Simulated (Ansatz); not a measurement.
Coupled-cluster run, C$_{7}$H$_{12}$O$_{2}$, SMILES `CCC(=O)/C=C(\O)CC`.

```yaml
crystal:
  periodic: [false, false, false]
  atoms:
    - {symbol: C, position_ang: [2.720472, -2.323156, 1.012806]}
    - {symbol: C, position_ang: [2.155005, -1.302058, 0.049144]}
    - {symbol: C, position_ang: [0.882514, -0.649707, 0.522365]}
    - {symbol: O, position_ang: [0.393870, -0.960409, 1.620370]}
    - {symbol: C, position_ang: [0.263409, 0.328395, -0.323700]}
    - {symbol: C, position_ang: [-0.889896, 0.943031, 0.073868]}
    - {symbol: O, position_ang: [-1.457220, 0.658734, 1.223590]}
    - {symbol: C, position_ang: [-1.609841, 1.964820, -0.736875]}
    - {symbol: C, position_ang: [-3.022453, 1.521683, -1.103023]}
    - {symbol: H, position_ang: [3.640260, -2.756994, 0.616180]}
    - {symbol: H, position_ang: [2.942094, -1.868530, 1.979339]}
    - {symbol: H, position_ang: [2.007902, -3.129547, 1.191826]}
    - {symbol: H, position_ang: [2.877679, -0.501725, -0.150434]}
    - {symbol: H, position_ang: [1.949173, -1.750643, -0.930048]}
    - {symbol: H, position_ang: [0.706729, 0.582999, -1.276185]}
    - {symbol: H, position_ang: [-0.859946, -0.044668, 1.644042]}
    - {symbol: H, position_ang: [-1.658043, 2.884000, -0.142588]}
    - {symbol: H, position_ang: [-1.026494, 2.183533, -1.633059]}
    - {symbol: H, position_ang: [-3.001188, 0.620171, -1.719381]}
    - {symbol: H, position_ang: [-3.604115, 1.305859, -0.206270]}
    - {symbol: H, position_ang: [-3.534309, 2.304810, -1.664966]}
basis:
  gaussian: {orbitals: def2-SVP}
correlation: {method: ccsd_t}
```

```sh
$ ansatz run in.yaml --threads 4 --pin off --events-out ev --progress --plain --max-ram 66560MiB --backend cuda --devices 0, --max-vram 37GiB
```

Log, shortened:

```
Functional definition: HF
1899 factors; integrals over basis functions are off by at most 1.3e-3 eV
mean field evaluation 1: about -11463.0221 eV, gradient 4.8e1 eV
mean field evaluation 2: about -11463.2434 eV, gradient 4.8e1 eV
mean field evaluation 4: about -11468.9708 eV, gradient 7.0e0 eV
mean field evaluation 8: about -11469.1118 eV, gradient 4.7e-1 eV
mean field -11469.11386997 eV, -421.4821606769 hartree, gradient 7.2e-6 eV, S^2 0.000000; 0 other end points of the search recorded, 0 dependent functions left out
9 core orbitals not correlated: weight in the atoms' cores, before any rotation towards them, 1.000 or more for the frozen orbitals, at most 0.000 for the correlated occupied ones
reference -11469.11386997 eV, -421.4821606769 hartree; 26, 26 occupied and 151, 151 virtual orbitals, 1899 factors
second order -36.25139121 eV of doubles, -0.00000000 eV of singles
cycle   1  -37.11400352 eV  change   -8.6e-1 eV  update   1.5e-1
cycle   2  -38.06388688 eV  change   -9.5e-1 eV  update   4.6e-2
cycle   3  -38.34085522 eV  change   -2.8e-1 eV  update   2.7e-2
cycle   4  -38.33886413 eV  change    2.0e-3 eV  update   8.0e-3
cycle   5  -38.33329926 eV  change    5.6e-3 eV  update   4.0e-3
cycle   6  -38.33394333 eV  change   -6.4e-4 eV  update   1.2e-3
cycle   7  -38.33334549 eV  change    6.0e-4 eV  update   5.4e-4
cycle   8  -38.33313564 eV  change    2.1e-4 eV  update   1.7e-4
cycle   9  -38.33326558 eV  change   -1.3e-4 eV  update   8.3e-5
cycle  10  -38.33326983 eV  change   -4.3e-6 eV  update   3.7e-5
perturbative correction -1.30514745 eV, -0.0479632841 hartree
Total energy: -11508.75228725 eV, -422.9388456439 hartree
```

Run time 7.5 s (4 threads of an AMD EPYC 7R13 on a shared host and a share of an NVIDIA H100 80 GB); peak host memory 1 GiB.

MP2 recovers 91.5 % of the CCSD(T) correlation energy and the triples give 3.3 %; T1 = 0.0147.
